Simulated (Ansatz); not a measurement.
Relaxation of CH9BN2O (14 atoms, charge 0, multiplicity 1), to a largest force component of 0.03 eV/Å in at most 50 steps.

All numbers below come from Ansatz 0.2.0, RKS PBE0/def2-SVP.

```xyz
14
Properties=species:S:1:pos:R:3
B 0.058 -0.657 -0.535
N -0.186 -0.101 2.150
H -0.497 -0.151 3.120
H 0.685 0.429 2.149
N 1.281 0.034 -0.653
H 2.170 -0.428 -0.525
H 1.345 0.990 -0.972
C -1.319 -0.016 -0.963
H -2.180 -0.501 -0.475
H -1.374 1.054 -0.709
H -1.467 -0.095 -2.055
O 0.166 -1.989 -0.128
H -0.690 -2.421 -0.099
H 0.094 -1.060 1.879
```

Question: Where does it end, and by what steps?

Answer: It converged. The force dipped under the threshold on the way, but the program's further checks kept it going. After 32 steps the energy has fallen by 0.089 eV; H14 moved furthest, 0.93 Å.

| step | energy less start (eV) | largest force component (eV/Å) | accepted |
| --- | --- | --- | --- |
| 0 | 0.0000 | 0.617 | yes |
| 2 | -0.0312 | 0.865 | no |
| 4 | -0.0512 | 0.132 | yes |
| 6 | -0.0589 | 0.131 | yes |
| 8 | -0.0344 | 0.889 | no |
| 10 | -0.0753 | 0.158 | yes |
| 12 | -0.0797 | 0.038 | yes |
| 14 | -0.0680 | 0.654 | no |
| 16 | -0.0825 | 0.212 | yes |
| 18 | -0.0848 | 0.040 | yes |
| 20 | -0.0863 | 0.146 | yes |
| 22 | -0.0873 | 0.026 | yes |
| 24 | -0.0867 | 0.253 | no |
| 26 | -0.0882 | 0.081 | yes |
| 28 | -0.0885 | 0.119 | no |
| 30 | -0.0888 | 0.114 | yes |
| 32 | -0.0893 | 0.015 | yes |

```xyz
14
Properties=species:S:1:pos:R:3
B 0.101 -0.664 -0.737
N -0.313 -0.340 2.398
H -0.303 0.351 3.148
H 0.366 -0.021 1.704
N 1.277 0.099 -0.542
H 2.179 -0.339 -0.409
H 1.316 1.095 -0.697
C -1.296 0.025 -1.007
H -1.859 0.036 -0.058
H -1.212 1.067 -1.353
H -1.901 -0.526 -1.746
O 0.241 -2.027 -0.621
H -0.603 -2.479 -0.692
H 0.090 -1.189 2.796
```

Whether the end is a true minimum wasn't checked by a vibrational analysis.

Run time: 47 s on 4 threads of Arm Neoverse V2 (shared host), peak memory 0.26 GiB.
